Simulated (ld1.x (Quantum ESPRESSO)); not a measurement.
## vanadium (V), ultrasoft: configuration errors across variants

vanadium (V), ultrasoft, made with ld1.x (Quantum ESPRESSO) 7.5 (PW91, scalar-relativistic). Core [Ne] 3s2, reference 3p6 3d3 4s0 4p0 (charge +2). Waves: 4s (bound, empty): rcut 1.70, rcutus 2.25 bohr; 4s channel at 1.5 Ry: rcut 1.70, rcutus 2.25 bohr; 3p (bound): rcut 1.35, rcutus 1.65 bohr; 4p (bound, empty): rcut 1.35, rcutus 1.65 bohr; 3d (bound): rcut 1.05, rcutus 1.40 bohr; 3d channel at -1.1 Ry: rcut 1.05, rcutus 1.40 bohr. Local part: all-electron potential smoothed inside 1.75 bohr (lloc = -1). Core correction: none. Augmentation charge: PSQ, inside the norm-conserving radii.

All-electron excitation energies from the reference (eV): (1) 3p6 3d3 4s2 4p0 -22.109; (2) 3p6 3d3 4s1 4p0 -14.324; (3) 3p6 3d2 4s0 4p0 28.997; (4) 3p6 3d3 4s0 4p1 -10.206; (5) 3p6 3d3 4s1.5 4p0 -18.993; (6) 3p6 3d4 4s0 4p0 -14.901; (7) 3p6 3d3.5 4s1.5 4p0 -22.064.

Errors AE − PS in meV (a dash: test not solved or not reliable):

| change | (1) | (2) | (3) | (4) | (5) | (6) | (7) | bound ghosts |
| --- | --- | --- | --- | --- | --- | --- | --- | --- |
| base | +66 | +28 | +1.3 | +17 | +48 | +8.6 | +49 | none |
| core correction a·sin(br)/r model core inside 0.58 bohr | +7.5 | +2.1 | -35 | -1.4 | +4.5 | -13 | +1.9 | none |
| core correction a·sin(br)/r model core inside 0.72 bohr | +8.2 | +2.4 | -35 | -0.5 | +5.0 | -13 | +2.1 | none |
| core correction a·sin(br)/r model core inside 0.90 bohr | +8.5 | +2.5 | -35 | -0.2 | +5.3 | -13 | +2.1 | none |
| core correction a·sin(br)/r model core inside 1.06 bohr | +8.8 | +2.6 | -34 | +0.2 | +5.5 | -13 | +2.2 | none |
| core correction a·sin(br)/r model core inside 1.16 bohr | +9.2 | +2.7 | -34 | +0.6 | +5.7 | -13 | +2.3 | none |
| core correction a·sin(br)/r model core inside 1.40 bohr | +10 | +3.2 | -31 | +1.8 | +6.6 | -12 | +2.6 | none |
| core correction a·sin(br)/r model core inside 1.50 bohr | +11 | +3.5 | -29 | +2.2 | +7.1 | -11 | +2.8 | none |

Give the same row for: core correction a·sin(br)/r model core inside 1.64 bohr.

+12, +3.9, -25, +2.7, +7.9, -9.7, +3.4; bound ghosts: none.
